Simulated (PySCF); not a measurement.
# `CCC#CC[SiH2]C` in a uniform electric field

C₆H₁₂Si.
Cartesian coordinates in Å at the GFN2-xTB level; atoms count from 1:
```xyz
19
C6H12Si angstrom
C     -2.6287    0.7495   -0.8271
C     -2.6218   -0.5096    0.0408
C     -1.2814   -0.8139    0.5085
C     -0.1639   -1.0417    0.8789
C      1.1879   -1.3079    1.3119
Si     2.4620   -0.4283    0.1847
C      2.1553    1.4414    0.2682
H     -2.2707    1.6036   -0.2558
H     -3.6362    0.9635   -1.1785
H     -1.9789    0.6160   -1.6896
H     -3.2801   -0.3680    0.9039
H     -2.9983   -1.3595   -0.5373
H      1.3596   -2.3864    1.3014
H      1.3031   -0.9715    2.3455
H      2.3083   -0.9079   -1.1943
H      3.8075   -0.7563    0.6781
H      2.8444    1.9841   -0.3718
H      1.1450    1.6797   -0.0532
H      2.2769    1.8224    1.2788
```

Level: PBE0/def2-SVPD (PySCF); nuclei fixed, core orbitals frozen in the response. Permanent dipole (-0.278, 0.471, 0.119) D (1 au = 2.5417 D). Static polarisability (au):

```
x   126.09  -4.21   8.12
y    -4.21  90.29  -5.54
z     8.12  -5.54  83.86
```

Only the terms in μ and α are kept: μ(F) = μ + αF and ΔE = −μ·F − ½ F·αF.

Task: Apply 0.001 au along ±x, ±y and ±z in turn. Tabulate induced and total dipoles and both energy terms.

Result: 
```tsv
field along	induced x (D)	induced y (D)	induced z (D)	total size (D)	−μ·F (kJ/mol)	−½F·αF (kJ/mol)
+x	0.320	-0.011	0.021	0.483	+0.287	-0.166
−x	-0.320	0.011	-0.021	0.775	-0.287	-0.166
+y	-0.011	0.229	-0.014	0.765	-0.487	-0.119
−y	0.011	-0.229	0.014	0.384	+0.487	-0.119
+z	0.021	-0.014	0.213	0.621	-0.123	-0.110
−z	-0.021	0.014	-0.213	0.577	+0.123	-0.110
```

Task: For the field (-0.0009, 0.0004, 0.0009) au, what is the induced dipole, and what angle does it make with the field?

Result: αF = (-0.274, 0.089, 0.168) D, at 13.2° to the field. The polarisability along this direction, F·αF/F², is 95.73 au, against a mean of 100.08 au.

Task: At what field along the permanent dipole would the induced dipole along it equal the permanent one, in this linear picture?

Result: The polarisability along the dipole is 98.65 au, so F = 0.2202 au / 98.65 au = 0.0022 au = 0.11 V/Å; higher-order terms are ignored.

Task: What field makes μF equal to kT at 400 K?

Result: kT = 1.2667 × 10⁻³ Eh, so F = 0.00575 au = 29.6 MV/cm.

Task: A unit point charge sits 9 Å away. Estimate the induction energy −αe²/2R⁴ with the mean polarisability, treating the molecule as a point.

Result: R = 17.01 bohr, so the energy is −100.1/(2 × 17.01⁴) Eh = -1.57 kJ/mol. The charge–dipole term at its most favourable orientation, −μe/R², is -2 kJ/mol.

The structure is a single GFN2-xTB conformer in the gas phase; no vibrational or solvent corrections.

These values come from a run that also computed excited states. Hardware: one thread, Intel Xeon at 2.50 GHz (x86_64), shared host with 64 logical CPUs at a one-minute load of 63. Cost: 2.6 min (grids of density and orbitals included), 1.1 GiB resident at most.
